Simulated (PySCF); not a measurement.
Species: C4H9ClOSi.
Z-matrix (Å and degrees, PBE0-D3(BJ)/def2-SVP geometry), rows numbered from 1:
```
C 
O   1  1.4020
Si  2  1.6507  1  126.13
Cl  3  2.0788  2  108.34  1    53.82
C   3  1.8386  2  109.57  1   173.94
C   5  1.5109  3  118.55  2   161.12
C   6  1.4899  5   60.44  3  -109.25
H   1  1.1042  2  111.62  3   -54.54
H   1  1.1002  2  108.68  3  -173.95
H   1  1.1050  2  111.74  3    66.82
H   3  1.4922  2  111.52  1   -62.97
H   5  1.0954  3  115.42  2   -54.38
H   6  1.0951  5  118.41  7   108.25
H   6  1.0929  5  117.27  7  -109.14
H   7  1.0947  5  118.56  6  -108.19
H   7  1.0930  5  117.15  6   109.06
```

Computed with PySCF at wB97X-D/def2-SVPD, non-relativistic, on one gas-phase PBE0-D3(BJ)/def2-SVP geometry that isn't relaxed in the solvent. The solvent is an IEF-PCM continuum (cavity from Bondi-type radii × 1.2), and excitations are vertical TDDFT with non-equilibrium linear response and a frozen core. The model holds no explicit solvent molecules, cavitation or dispersion.

Gas-phase singlets (H = HOMO, L = LUMO):

```csv
state,E (eV),λ (nm),f,leading configurations
S1,7.958,156,0.011,"H→L 26%, H→L+1 26%"
S2,8.034,154,0.022,"H→L+1 46%, H→L 29%"
S3,8.316,149,0.012,"H-1→L 32%, H→L+2 19%"
S4,8.446,147,0.016,"H-1→L+1 47%, H-1→L 18%"
S5,8.490,146,0.064,"H-2→L 36%, H-2→L+1 20%"
```

**Question.** Give the list for chloroform (ε = 4.711), n² = 2.09.

**Answer.** 
| state | E (eV) | λ (nm) | f | leading configurations | change by rank (eV) |
| --- | --- | --- | --- | --- | --- |
| S1 | 7.951 | 156 | 0.012 | H→L+1 43%, H→L 11% | -0.007 |
| S2 | 8.009 | 155 | 0.032 | H→L 45%, H→L+1 25% | -0.025 |
| S3 | 8.344 | 149 | 0.021 | H-1→L 21%, H-1→L+1 19% | +0.028 |
| S4 | 8.454 | 147 | 0.043 | H-1→L+1 31%, H-1→L 31% | +0.008 |
| S5 | 8.503 | 146 | 0.130 | H-2→L 36%, H-2→L+1 15% | +0.013 |

**Question.** How do the frontier levels move from gas to chloroform?

**Answer.** 
```tsv
orbital	gas (eV)	solvent (eV)	change (eV)
LUMO+2	2.44	2.59	+0.15
LUMO+1	2.30	2.35	+0.05
LUMO	2.19	2.14	-0.05
HOMO	-10.19	-10.15	+0.04
HOMO-1	-10.49	-10.49	0.00
HOMO-2	-10.61	-10.55	+0.06
HOMO-3	-10.87	-10.82	+0.05
```

The HOMO–LUMO gap goes from 12.38 to 12.30 eV. Rows go by rank; for LUMO+1 and LUMO+2 the atom shares or the degeneracy differ between the runs, so the row needn't follow one orbital.
